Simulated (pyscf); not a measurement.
H₃C–SiH: [singlet] -> H₂C=SiH₂, a hydrogen shift (singlet surface; C–H broken, H–Si formed). PySCF, gas phase, ωB97X-D3(BJ)/def2-SVP geometries. Correlated levels are frozen-core, on RHF or UHF. ΔMP2 is the change of the MP2 total energy from the triple- to the quadruple-zeta basis. Energies in kJ/mol from the reactant's lowest minimum found.

AM1 to PM7: differences of heats of formation from MOPAC. 

**Question.** In single points PM3 puts the saddle at 130.9 kJ/mol and the reaction energy at -27.2 kJ/mol. Should these be trusted to within a few kcal/mol? Compare with CCSD(T)/def2-TZVPP + ΔMP2(QZVPP).

**Answer.** CCSD(T)/def2-TZVPP + ΔMP2(QZVPP) gives ΔE‡ = 150.8 kJ/mol and ΔE = -11.3 kJ/mol. PM3 lies 19.9 kJ/mol under it in the barrier and 15.9 kJ/mol under it in the reaction energy, so on this step it does not hold to within 12.6 kJ/mol. CCSD(T)/def2-TZVPP + ΔMP2(QZVPP) has limits of its own. One saddle was located; it need not be the lowest between these sides. The CCSD(T) − MP2 part came from Ansatz, without density fitting, on the same reference. The largest closed-shell T1 diagnostic is 0.037, which may signal static correlation.
